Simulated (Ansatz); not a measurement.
Reactions of `CC(F)(F)C(F)CF`.

Computed with Ansatz on PBE0-D4/def2-TZVP structures; ΔE is electronic, products minus reactants. CCSD(T)/CBS is the MP2 limit (def2-TZVPP, def2-QZVPP) plus CCSD(T) − MP2 in def2-TZVPP, frozen cores. This one scheme is used for every species. For Ge outer-core shells are correlated without core-valence functions, which leaves a few kJ/mol of doubt a bond. Scalar relativity is left out up to krypton. Each species was taken in one conformer, which may not be the lowest.

**Question.** Order these by ΔE at CCSD(T)/CBS, lowest first. (An estimate is asked.)
A. `CC(F)(F)C(F)CF` + `OCF` → `FCOCF` + `CC(F)(F)CF`
B. `CC(F)(F)C(F)CF` + H–F → `CC(F)(F)F` + `FCCF`
C. `CC(F)(F)C(F)CF` + `[NH2][GeH2][OH]` → `[OH][GeH2][NH]CF` + `CC(F)(F)CF`

**Answer.** C (-1.6 kcal/mol), B (+0.9 kcal/mol), A (+3.8 kcal/mol).

Largest T1 diagnostic: 0.012, for `[OH][GeH2][NH]CF`.
